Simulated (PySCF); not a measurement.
# From computed data to an observable: chemical shift, span and skew from a shielding tensor

2-chloropent-1-en-4-yne (C5H5Cl), SMILES C#CCC(=C)Cl. Atoms are numbered in the order given.

```xyz
11

C      2.5879    -0.1114     1.0563
C      1.6568    -0.5469     0.4179
C      0.5275    -1.0729    -0.3508
C     -0.7726    -0.3411    -0.1062
C     -1.8745    -0.8850     0.4110
Cl    -0.7438     1.3450    -0.5831
H      3.4128     0.2780     1.6221
H      0.7678    -1.0199    -1.4280
H      0.3767    -2.1381    -0.1096
H     -2.7881    -0.3052     0.5499
H     -1.8743    -1.9362     0.7086
```

Geometry: B3LYP-D3(BJ)/def2-SVP. The values are those of a single conformer.

GIAO shieldings from PBE/pcSseg-1 (PySCF), non-relativistic, no solvent. The symmetric part of the tensor of C2 has the principal values 3.1, 4.7, 291.1 ppm. The same nucleus in TMS has σ = 182.0 ppm at this level (PySCF, at its B3LYP-D3(BJ)/def2-TZVP geometry). Without spin–orbit terms, shifts of atoms bonded to Cl or Br come out too high.

Work out the isotropic shielding, the ¹³C shift against TMS, the span and the skew.


σ(iso) = (σ11 + σ22 + σ33)/3 = 99.6 ppm. δ = σ(ref) − σ(iso) = 182.0 − (99.6) = 82.4 ppm.
Span Ω = σ33 − σ11 = 288.0 ppm. Skew κ = 3(σ(iso) − σ22)/Ω = 0.99, an axial tensor. Tumbling in solution averages the tensor to δ; in a static solid the shielding alone would spread this spin-1/2 line over Ω.
